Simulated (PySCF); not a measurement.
C2H7AlCl2OSi (SMILES [CH3][Al]([CH3])[O][SiH](Cl)Cl), singlet, at the geometry of the source list, atoms displaced at random by about 0.08 Å a coordinate.

The PySCF input:
```python
from pyscf import gto, scf, dft

mol = gto.M(
    atom='''
Si    2.34316588    0.52657579   -0.20610891
Cl    2.85803939    2.47263223   -0.71620954
Cl    3.40362750   -0.79742479   -1.34106488
O     0.93099875    0.36101107    0.14162547
Al   -0.80409663   -0.15040407    0.14616026
C    -1.03295060   -2.24214381    0.18911767
C    -1.72945754    1.45751796    0.10521761
H     3.16118171    0.41675806    1.41902908
H    -0.47377986   -2.52649535   -0.63569994
H    -2.14172499   -2.52124388    0.07276608
H    -0.56122296   -2.46122959    1.16440240
H    -1.04937384    2.37855361   -0.25308295
H    -2.24914173    1.86666317    0.97105812
H    -2.66084693    1.58168906   -0.72445649
''',
    basis='sto-3g',
    verbose=4,
)

mf = dft.RKS(mol)
mf.xc = 'pbe'
mf.kernel()
g = mf.nuc_grad_method()
grad = g.kernel()
```

Problem. What does this run give for the number of basis functions, HOMO energy, dipole moment, Mulliken (on the basis functions themselves) charges in atom order, nuclear repulsion energy?

Solution. 
The number of basis functions is 58 and the HOMO energy comes out as -3.59 eV. The dipole moment is 6.64 D and the Mulliken (on the basis functions themselves) charges in atom order is Si1 0.87, Cl2 -0.35, Cl3 -0.33, O4 -0.52, Al5 0.91, C6 -0.40, C7 -0.43, H8 -0.14, H9 0.08, H10 0.07, H11 0.07, H12 0.06, H13 0.07, H14 0.04. The nuclear repulsion energy is 583.1456 Eh.

Problem. Roughly what does it cost on one core?

Solution. about 13 core-seconds (a rough figure).
